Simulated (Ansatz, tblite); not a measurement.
Spin states of the cluster AgPd₃ (the lowest doublet isomer of a short search), each relaxed with PBE0-D4/def2-SVP in Ansatz. Electronic energies in the gas phase.

In the def2 sets Ag, Pd take a core potential; there is no spin–orbit coupling. The xTB rows come from tblite. LC-ωPBE has ω = 0.4 bohr⁻¹. B3LYP takes the VWN-RPA correlation. Correlated methods freeze no core orbitals; core or outer-core shells of Pd, Ag are correlated, in sets that lack core-valence functions. The structure comes from a short search, and lower isomers may exist.

Doublet geometry (C3v within 0.1 Å):

```xyz
4

Pd    0.9834    1.1051   -0.6082
Pd   -1.4979    0.3812   -0.4115
Pd    0.3587   -1.4102   -0.6639
Ag    0.1557   -0.0760    1.6836
```

Quartet geometry (Cs within 0.1 Å):

```xyz
4

Pd   -0.1018    0.9117   -1.8891
Pd   -1.3638    0.1351    0.2078
Pd    0.9217   -0.9397   -0.4340
Ag    0.5439   -0.1071    2.1153
```

⟨S²⟩: doublet 0.78 at PBE0-D4/def2-TZVP (pure 0.75), quartet 3.77 at PBE0-D4/def2-TZVP (pure 3.75).

Run but left out: HF/STO-3G (doublet: ⟨S²⟩ 5.14, where a pure state has 0.75).

Only these spin states were relaxed. Higher spins weren't run and may lie lower. The quartet has other bonds than the doublet, so the gap mixes isomer and spin.

(1) Estimate which spin state lies lowest at each of these levels, and by how much: GFN1-xTB; GFN2-xTB; HF/def2-TZVP; B3LYP-D4/def2-TZVP; BHLYP-D4/def2-TZVP; LC-ωPBE/def2-TZVP; RPA@PBE/def2-TZVP; MP2/def2-TZVP.

## Answers

(1) 
| level | quartet − doublet (kJ/mol) | lowest of these | remarks |
| --- | --- | --- | --- |
| GFN1-xTB | 204.8 | doublet | – |
| GFN2-xTB | 82.1 | doublet | – |
| HF/def2-TZVP | 0.9 | tie | spin-contaminated (⟨S²⟩ 3.90) (quartet) |
| B3LYP-D4/def2-TZVP | 132.4 | doublet | – |
| BHLYP-D4/def2-TZVP | 104.1 | doublet | – |
| LC-ωPBE/def2-TZVP | 140.2 | doublet | – |
| RPA@PBE/def2-TZVP | 93.0 | doublet | – |
| MP2/def2-TZVP | 169.9 | doublet | spin-contaminated (⟨S²⟩ 3.90) (quartet) |

The xTB methods have no spin-polarisation term.
